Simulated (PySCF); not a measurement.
**Working out the ionisation energy of Cr⁶⁺**

Cr⁶⁺ [Ar] (1S) → Cr⁷⁺ [Ne] 3s2 3p5 (2P). Calculation: PySCF 2.14, in an uncontracted even-tempered set (20 s from 0.25 bohr⁻², ratio 2.5; 13 p from 0.33 bohr⁻², ratio 2.5; 5 d from 3.3 bohr⁻², ratio 2.7; 5 f from 4.9 bohr⁻², ratio 2.7); the spin-free X2C one-electron Hamiltonian (Gaussian nucleus). Frozen: 1s2; the 23 highest virtual orbitals dropped. Energies in hartree (1 hartree = 27.21139 eV):

```json
{"part": "UHF", "Cr⁶⁺ (lower)": "-1040.220444", "Cr⁷⁺ (upper)": "-1034.367558"}
{"part": "MP2 opposite-spin", "Cr⁶⁺ (lower)": "-0.408875", "Cr⁷⁺ (upper)": "-0.389637"}
{"part": "MP2 same-spin", "Cr⁶⁺ (lower)": "-0.155085", "Cr⁷⁺ (upper)": "-0.142971"}
```

What does Hartree-Fock give?

(-1034.367558) − (-1040.220444) = 5.852886 hartree = 159.265 eV.

What do MP2 and SCS-MP2 (6/5 opposite-spin, 1/3 same-spin) give?

The opposite-spin parts differ by 0.523 eV and the same-spin parts by 0.330 eV. MP2: 159.265 + (0.523) + (0.330) = 160.118 eV. SCS-MP2: 159.265 + 1.2 × (0.523) + (0.330)/3 = 160.003 eV.

A first-order spin-orbit estimate adds -0.393 eV to MP2 (outer shells), giving 159.725 eV against 160.29 ± 0.06 eV (semi-empirical (NIST evaluation); NIST Atomic Spectra Database, ionization energies).

What remains against the reference includes basis incompleteness, the frozen core and correlation beyond second order.
